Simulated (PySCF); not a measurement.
# Structure from 2D NMR

Compound of formula C₆H₉PSi. Correlations simulated from computed shifts and the bond graph:

HSQC (one-bond C–H):
| δH | δC |
| --- | --- |
| 9.29 | 170.0 |
| 9.03 | 165.5 |
| 7.82 | 141.5 |
| 2.68 | 28.6 |

HMBC (two and three bonds, from the bond graph):
| δH | δC |
| --- | --- |
| 9.29 | 165.5, 141.7, 141.5 |
| 9.03 | 170.0, 146.0, 141.5, 28.6 |
| 7.82 | 170.0, 165.5, 146.0, 141.7, 28.6 |
| 4.62 | 170.0, 141.7, 141.5 |
| 2.68 | 165.5, 146.0, 141.5 |

Carbons without hydrogens: δ 146.0, 141.7.

How the numbers were obtained: coordinates at the GFN2-xTB level, PBE0/pcSseg-1 with gauge-including orbitals, in PySCF 2.14.0 with density-fitted response routines (non-relativistic Hamiltonian, no solvent, one averaged value for each set of equivalent atoms, a single conformation).

Scale: TMS for ¹H (31.72 ppm) and ¹³C (186.93 ppm) (reference shieldings calculated alike).

Exchangeable hydrogens are left out of these lists.

Which molecule is this?

Answers

`Cc1cpcc([SiH3])c1`.

Structure with atom numbers: `[CH3:1][c:2]1[cH:3][p:4][cH:5][c:6]([SiH3:7])[cH:8]1`. Each H is labelled by its parent atom.

- δC 170.0 is C5, an aromatic CH (δH 9.29).
- δC 165.5 is C3, an aromatic CH (δH 9.03).
- δC 146.0 is C2, a substituted aromatic carbon.
- δC 141.7 is C6, a substituted aromatic carbon.
- δC 141.5 is C8, an aromatic CH (δH 7.82).
- δC 28.6 is C1, a methyl carbon on an aromatic ring (δH 2.68).
- HMBC from δH 9.29 reaches the proton-free carbon C6.
- HMBC from δH 9.03 reaches the proton-free carbon C2.
- HMBC from δH 7.82 reaches the proton-free carbons C2, C6.
- HMBC from δH 4.62 reaches the proton-free carbon C6.

This is the structure that produced the data.

Shifts are as computed. Against solution values, carbons near 30 ppm lie about +3 ppm off and those near 130 ppm about +5 ppm. Of 1211 compounds with measured shifts, 218 miss one by over three times the rms of a fit or turn the order of signals round; such compounds aren't used in these exercises.
